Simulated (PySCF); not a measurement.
Ge(Br)(NH2)3, SMILES [NH2][Ge]([Br])([NH2])[NH2] (H6BrGeN3) at its PBE0/def2-SVP optimised geometry (Å):

```
11

N     -1.0474    -1.2182    -1.4794
Ge    -0.4486    -0.3547     0.0000
N     -1.0497    -1.2150     1.4803
N      1.3661    -0.3547     0.0000
Br    -1.2387     1.8660     0.0000
H     -1.8819    -0.8276    -1.9074
H     -0.3250    -1.3336    -2.1857
H     -1.3165    -0.6168     2.2570
H     -1.8041    -1.8660     1.2774
H      1.8041     0.4963    -0.3410
H      1.7578    -0.5991     0.9061
```

Computed with PBE0/def2-TZVP in PySCF.

Map of the Laplacian of the electron density (e/bohr⁵), clipped to [-1.50, 1.50] on the plane z = 0.8 Å:

```
|66666666666666666666666666666|
|66666666666666666666666666666|
|66666666666666666666666666666|
|66666666666666666666666666666|
|66666666666666666666666666666|
|66666666666666666666666666666|
|66666666666666666666666666666|
|66666666666666666666666666666|
|66666666666666666666666666666|
|66666666666666666666666666666|
|66666666666666666666666666666|
|66666666666666666666666666666|
|66666666666666666666666666666|
|66666666666677666677766666666|
|66666666666788766777776666666|
|66666666666799766776567666666|
|66666666666799767775047666666|
|66666666776677766777566666666|
|66666666776666666677766666666|
|66666667777777666666666666666|
|66666667777776666666666666666|
|66666667777766666666666666666|
|66666666666666666666666666666|
|66666666666666666666666666666|
|66666666666666666666666666666|
|66666666666666666666666666666|
|66666666666666666666666666666|
|66666666666666666666666666666|
|66666666666666666666666666666|
```
Scale: ten equal steps from -1.50 (start of '0') to 0.789 (end of '9'), in the order '0123456789'; x runs from -4.00 to 4.00, y from -4.00 (bottom) to 4.00 (top).
